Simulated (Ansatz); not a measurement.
Computed with Ansatz on PBE0-D4/def2-TZVP structures; ΔE is electronic, products minus reactants. CBS: MP2 limit from def2 TZ/QZ plus the TZ coupled-cluster correction, frozen cores. One conformer a species, not always the lowest.

Reaction (redistribution): `[BH2][AlH][CH2]OC` + `BCC(C)C` → `BCC(B)C` + `CO[CH2][AlH][CH3]`

`[BH2][AlH][CH2]OC`:

Cartesian coordinates in Å:
```
B 1.133 -0.508 -1.427
Al -0.371 0.945 -1.306
C -1.079 0.995 0.570
O -0.158 0.446 1.513
C 0.292 -0.810 1.187
H 2.292 -0.275 -1.209
H 0.887 -1.645 -1.727
H -1.043 1.895 -2.391
H -2.037 0.449 0.631
H -1.291 2.010 0.916
H 0.911 -1.186 2.003
H 0.977 -0.795 0.282
H -0.513 -1.521 0.960
```

`BCC(C)C`:

```xyz
16

B    -0.591   -2.170   -0.171
C    -0.034   -0.938    0.582
C    -0.259    0.446   -0.019
C     0.102    1.553    0.960
C     0.524    0.593   -1.316
H    -0.255   -3.276    0.147
H    -1.415   -2.054   -1.036
H    -0.562   -1.018    1.555
H     1.019   -1.076    0.862
H    -1.326    0.536   -0.259
H    -0.075    2.542    0.530
H     1.161    1.495    1.234
H    -0.482    1.477    1.881
H     1.599    0.497   -1.130
H     0.354    1.569   -1.778
H     0.240   -0.175   -2.041
```

`BCC(B)C`:

```xyz
15

B    -1.550    0.700    0.123
C    -0.758   -0.262   -0.781
C     0.267   -0.017    0.400
B     0.292   -1.550    0.283
C     1.420    0.879    0.022
H    -2.311    0.244    0.926
H    -1.455    1.880   -0.038
H    -0.312    0.039   -1.721
H    -1.153   -1.297   -0.831
H    -0.273    0.343    1.310
H    -0.464   -2.211    0.930
H     1.125   -2.056   -0.409
H     2.023    0.405   -0.755
H     2.065    1.050    0.886
H     1.083    1.852   -0.344
```

`CO[CH2][AlH][CH3]`:

```xyz
14

C     0.973    1.298    1.048
O     1.563    0.135    0.557
C     1.261   -0.070   -0.817
Al   -0.604   -0.663   -1.166
C    -1.820   -1.102    0.295
H     1.214    1.377    2.110
H    -0.125    1.279    0.939
H     1.348    2.194    0.531
H     1.933   -0.868   -1.161
H     1.551    0.815   -1.409
H    -1.052   -0.839   -2.687
H    -2.331   -2.054    0.119
H    -1.305   -1.160    1.257
H    -2.606   -0.343    0.385
```

| level | ΔE (kJ/mol) |
| --- | --- |
| HF/def2-TZVPP | -51.6 |
| SCS-MP2/def2-QZVPP | -90.4 |

(1) What does CCSD(T)/CBS give? (An estimate is asked.)

Largest T1 diagnostic among the species: 0.014.

Answers

(1) Ansatz gave: -85.7 kJ/mol. The listed levels differ from it by 34.1, -4.7 kJ/mol.

From PBE to PBE0 (25 % exact exchange), in def2-TZVPP and without D4, ΔE moves by −3.4 kJ/mol. In def2-TZVPP, CCSD(T) changes the Hartree–Fock value by −31.6 kJ/mol (the triples alone add −5.4 kJ/mol) and MP2 by −52.5 kJ/mol.
